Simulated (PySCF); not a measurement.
GeH₄O₄. Atoms are numbered in the order given.

```xyz
9

O     -0.2458     1.4708    -0.9269
Ge     0.0000     0.0000     0.0000
O      0.2458    -1.4708    -0.9269
O     -1.4708    -0.2458     0.9269
O      1.4708     0.2458     0.9269
H     -1.1748     1.6008    -1.1491
H      1.1748    -1.6008    -1.1491
H     -1.6008    -1.1748     1.1491
H      1.6008     1.1748     1.1491
```
Charge 0, spin multiplicity 1.

The structure is a stationary point at PBE0-D3(BJ)/def2-SVP. The isomer is the one that the SMILES or the coordinates give; other isomers of the formula were not compared. Other conformers were not sampled.

Calculation: PBE0-D3(BJ)/def2-SVP (PySCF).

Frequencies are harmonic and unscaled.

Modes within 1.5 cm⁻¹ of each other (mostly degenerate sets) share a row, with their intensities summed.

| mode | ν (cm⁻¹) | IR (km/mol) | moving atoms (share of kinetic energy) |
|---|---|---|---|
| 1 | 153 | 128.2 | O 59 %, H 40 % |
| 2 | 171 | 0.0 | H 62 %, O 38 % |
| 3–4 | 223 | 2.8 | H 56 %, O 32 %, Ge 12 % |
| 5 | 227 | 0.0 | O 62 %, H 38 % |
| 6 | 267 | 10.6 | O 61 %, Ge 24 %, H 15 % |
| 7–8 | 284 | 177.9 | H 48 %, O 41 %, Ge 10 % |
| 9 | 341 | 236.0 | H 58 %, O 41 % |
| 10 | 709 | 0.0 | O 98 % |
| 11 | 754 | 131.2 | O 77 %, Ge 21 % |
| 12–13 | 769 | 257.9 | O 75 %, Ge 22 % |
| 14 | 884 | 0.0 | H 94 % |
| 15 | 906 | 91.9 | H 89 %, O 11 % |
| 16–17 | 921 | 339.1 | H 86 %, O 10 % |
| 18–20 | 3901 | 383.8 | H 94 % |
| 21 | 3904 | 0.0 | H 94 % |
